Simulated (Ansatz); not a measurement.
Compare A (`O[SiH2]C(O)[SiH3]`) with its isomer B (`CO[SiH2][SiH2]O`).

Isolated molecules relaxed with PBE0-D4/def2-TZVP in Ansatz; ΔE leaves out vibrations. CCSD(T)/CBS adds triple-zeta CCSD(T) − MP2 to the extrapolated MP2 energy (def2 sets, frozen cores). Functionals use def2-TZVPP. B3LYP here is the variant with VWN-RPA as its local correlation; programs differ in this. One conformer a species, not always the lowest.

(1) Which isomer does CCSD(T)/CBS put lower? Give the gap. (Estimate.)

(2) Give E(B) − E(A) in kJ/mol with B3LYP-D4, HF/def2-TZVPP, MP2/def2-TZVPP, CCSD/def2-TZVPP, B2PLYP, CCSD(T)/def2-TZVPP, PBE-D4. (Best estimate.)

Largest T1 diagnostic: 0.012.

Results:

(1) Ansatz gave: B, by 93.7 kJ/mol.

(2) Ansatz gave: B3LYP-D4 -98.9, HF/def2-TZVPP -109.9, MP2/def2-TZVPP -91.4, CCSD/def2-TZVPP -95.8, B2PLYP -99.1, CCSD(T)/def2-TZVPP -93.5, PBE-D4 -93.5. None reverses the order clearly.

The D4 term adds +3.2 kJ/mol with B3LYP and +1.6 kJ/mol with PBE0; it sums over pairs of atoms, weighted by their polarisabilities, and B3LYP, whose exchange is more repulsive, gets the larger term. In def2-TZVPP, CCSD(T) changes the Hartree–Fock value by +16.4 kJ/mol (the triples alone add +2.3 kJ/mol) and MP2 by +18.5 kJ/mol.
